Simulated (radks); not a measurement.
Q: Valence configurations of the osmium ion Os3+ (all share [Xe]). All-electron calculation, Dirac Kohn-Sham, PBEsol, spin-unpolarised, spherical densities, point nucleus; open shells are shared between the two j in proportion to 2j + 1. Program: a radial shooting solver on a logarithmic mesh with Libxc functionals. Order these by energy: 4f12 5d6 6p1; 4f13 5d4.5 6p1.5; 4f13 5d5 6p1; 4f13 5d5.5 6p0.5; 4f14 5d4 6s1; 4f12 5d5 6s1 6p1; 4f14 5d5; 4f14 5d4 6p1; 4f12.5 5d5 6p1.5; 4f13 5d6.

A: From the lowest, in eV above it: 4f14 5d5 0.000; 4f14 5d4 6s1 5.161; 4f14 5d4 6p1 13.900; 4f13 5d6 52.082; 4f13 5d5.5 6p0.5 59.526; 4f13 5d5 6p1 67.473; 4f13 5d4.5 6p1.5 75.934; 4f12.5 5d5 6p1.5 106.50; 4f12 5d6 6p1 130.15; 4f12 5d5 6s1 6p1 139.56. NIST lists [Xe] 4f14 5d5 as the ground configuration; this level of theory agrees among the configurations tried. The energies are those of spherical spin-averaged densities, not of single terms.
